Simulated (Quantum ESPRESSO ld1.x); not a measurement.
Question: Species: I4+. Configuration: [Kr] 4d10 5s2 5p1 (the NIST ground configuration). Calculated with ld1.x of Quantum ESPRESSO 7.5: scalar-relativistic Kohn-Sham, LDA (Slater exchange, Perdew-Wang correlation), spin-polarised, spherical densities, point nucleus; open shells are filled with parallel spins first. Some entries of the table are withheld. Estimate them.

| orbital | occ. | eigenvalue (hartree) | <r^2> (bohr^2) |
|---|---|---|---|
| 1s up | 1 | -1212.53 | 0.001006 |
| 1s down | 1 | -1212.53 | 0.001006 |
| 2s up | 1 | -188.801 | 0.01622 |
| 2s down | 1 | -188.800 | 0.01622 |
| 2p up | 3 | -169.726 | 0.01283 |
| 2p down | 3 | -169.724 | 0.01283 |
| 3s up | 1 | -39.4272 | 0.1131 |
| 3s down | 1 | -39.4254 | 0.1131 |
| 3p up | 3 | -33.2446 | 0.1132 |
| 3p down | 3 | -33.2427 | 0.1132 |
| 3d up | 5 | -23.9584 | 0.09869 |
| 3d down | 5 | -23.9566 | 0.09868 |
| 4s up | 1 | -8.28336 | 0.6178 |
| 4s down | 1 | -8.27953 | 0.6175 |
| 4p up | 3 | -6.33954 | 0.7128 |
| 4p down | 3 | -6.33520 | 0.7119 |
| 4d up | 5 | -3.50031 | 0.9753 |
| 4d down | 5 | -3.49329 | 0.9701 |
| 5s up | 1 | -2.14614 | 3.547 |
| 5s down | 1 | -2.11232 | 3.535 |
| 5p up | 1 | -1.67298 | (1) |
| 5p down | 0 | -1.63724 | (2) |

Answer: 
(1) 5p up <r^2> (bohr^2): 4.577
(2) 5p down <r^2> (bohr^2): 4.593
